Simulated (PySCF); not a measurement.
C4H3FSi.

```xyz
9

Si     0.4127     0.4703     0.0000
F     -0.5247     1.7955     0.0000
C      0.0323    -0.5118    -1.4953
C     -0.2032    -1.1678    -2.4890
C      0.0323    -0.5118     1.4953
C     -0.2032    -1.1678     2.4890
H      1.8234     0.9119     0.0000
H     -0.4144    -1.7504    -3.3707
H     -0.4144    -1.7504     3.3707
```
Charge 0, spin multiplicity 1.

Geometry optimised at ωB97X-D3(BJ)/def2-SVP. The structure was generated by enumeration, and PubChem lists no compound with its InChIKey, so it may never have been made.

Calculation: PBE/pcSseg-1 (PySCF). Non-relativistic, no solvent.

### Question
Give the absolute GIAO shielding of each atom: isotropic value and principal components (ppm). (The exact figures need the calculation; the answer reports its results.)

### Answer

```
atom  σ(iso)    σ11    σ22    σ33   span
----  ------  -----  -----  -----  -----
Si1    387.7  349.2  371.1  442.6   93.4
F2     341.8  309.1  357.5  358.9   49.8
C3      96.5   -3.3    7.1  285.8  289.2
C4      80.5   -2.4    1.7  242.3  244.7
C5      96.5   -3.3    7.1  285.8  289.2
C6      80.5   -2.4    1.7  242.3  244.7
H7      26.1   23.5   23.8   31.1    7.7
H8      28.8   24.2   24.4   37.9   13.7
H9      28.8   24.2   24.4   37.9   13.7
```
